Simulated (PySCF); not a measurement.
**Broadened absorption spectrum of C2H8AlN**

Compound: C2H8AlN.
Atom-mapped SMILES: `[CH3:1][N:2]([CH3:3])[AlH2:4]` (hydrogens: H5, H6, H7 on C1; H8, H9, H10 on C3; H11, H12 on Al4)

Cartesian coordinates in Å at the PBE0-D3(BJ)/def2-SVP level; atoms count from 1:
```xyz
12
C2H8AlN angstrom
C     -0.3520    1.3931   -0.0005
N      0.0757    0.0180    0.0779
C     -0.9264   -0.9064   -0.3923
Al     1.6773   -0.4862    0.6848
H     -1.2626    1.5765    0.6037
H      0.4333    2.0716    0.3671
H     -0.5924    1.6916   -1.0403
H     -1.8636   -0.8316    0.1943
H     -0.5698   -1.9453   -0.3185
H     -1.1958   -0.7194   -1.4508
H      1.9935   -2.0417    0.7021
H      2.6700    0.6563    1.1632
```

The calculation used TDDFT wB97X-D/def2-SVPD, vertical, gas phase, core orbitals frozen in the response in PySCF.

Broadening: Gaussians 0.3 eV wide at half height, area fixed by f = 4.319×10⁻⁹ ∫ε dν̃. The cross-section is σ = 3.8235×10⁻²¹ ε cm², given in Mb (10⁻¹⁸ cm²). The width is an assumption, not a result. The curve ends short of the highest state used, and states not computed would add to its high-energy end.

λ (nm), σ (Mb) and a bar:
```
    166.9      19.43 ############
    168.6      18.31 ###########
    170.3      18.57 ###########
    172.0      16.92 ##########
    173.7      12.46 ########
    175.5       7.82 #####
    177.2       6.35 ####
    178.9       7.75 #####
    180.6       9.85 ######
    182.4      10.34 ######
    184.1       8.52 #####
    185.8       5.57 ###
    187.5       2.93 ##
    189.2       1.25 #
    191.0       0.41 
    192.7       0.12 
    194.4       0.03 
    196.1       0.03 
    197.9       0.07 
    199.6       0.19 
    201.3       0.44 
    203.0       0.83 
    204.8       1.35 #
    206.5       1.82 #
    208.2       2.09 #
    209.9       2.08 #
    211.6       1.79 #
    213.4       1.33 #
    215.1       0.88 #
    216.8       0.52 
    218.5       0.30 
    220.3       0.25 
    222.0       0.45 
    223.7       1.08 #
    225.4       2.51 ##
    227.1       5.22 ###
    228.9      10.08 ######
    230.6      16.77 ##########
    232.3      25.17 ###############
    234.0      34.20 #####################
    235.8      42.67 ##########################
    237.5      47.88 #############################
    239.2      49.25 ##############################
    240.9      46.60 ############################
    242.6      40.71 #########################
    244.4      32.46 ####################
    246.1      24.30 ###############
    247.8      16.96 ##########
    249.5      11.07 #######
    251.3       6.57 ####
    253.0       3.77 ##
    254.7       2.04 #
    256.4       1.04 #
    258.2       0.48 
    259.9       0.22 
    261.6       0.10
```

Task: Where are the band maxima, and which computed states make them?

Result: 239 nm (5.19 eV), ε about 13000, made up of S1 (100%); 209 nm (5.93 eV), ε about 550, made up of S2 (100%); 182 nm (6.82 eV), ε about 2700, made up of S4 (99%); 170 nm (7.29 eV), ε about 4900, made up of S6 (85%) and S8 (15%) (hardly more than a shoulder) (ε in L mol⁻¹ cm⁻¹; maxima over ε = 5, shares over 10%). At its high-energy end, 7.43 eV, the curve is still rising (ε about 5100, from S6 and S8). The states used: S1 5.19 eV (f 0.143); S2 5.93 eV (f 0.0062); S3 6.20 eV (f 0.0000); S4 6.82 eV (f 0.030); S5 7.07 eV (f 0.0000); S6 7.24 eV (f 0.049); S7 7.37 eV (f 0.0000); S8 7.54 eV (f 0.059); S9 7.90 eV (f 0.014); S10 8.03 eV (f 0.026).

Task: Coming from long wavelengths, where does ε first pass 100 L mol⁻¹ cm⁻¹?

Result: At about 259 nm (4.79 eV), 0.40 eV below S1.

Task: What would ε be at 5.19 eV, the highest of these maxima, with half the width (0.15 eV)?

Result: About 25800 L mol⁻¹ cm⁻¹ against 12900, a factor of about 2.00; a lone state at its own centre would give exactly 2.

Task: On this curve, what absorbance would a 10⁻⁴ mol/L sample give at 248 nm over a 1 cm path?

Result: 248 nm is 4.999 eV, where ε is about 4200 L mol⁻¹ cm⁻¹, so A = ε c l ≈ 0.42 (Beer–Lambert, with the gas-phase spectrum and the assumed width).

All these states lie below the vertical ionisation energy of 8.45 eV (ΔSCF).

The run took 18 s wall on an Arm Neoverse V2 with one thread (shared host).
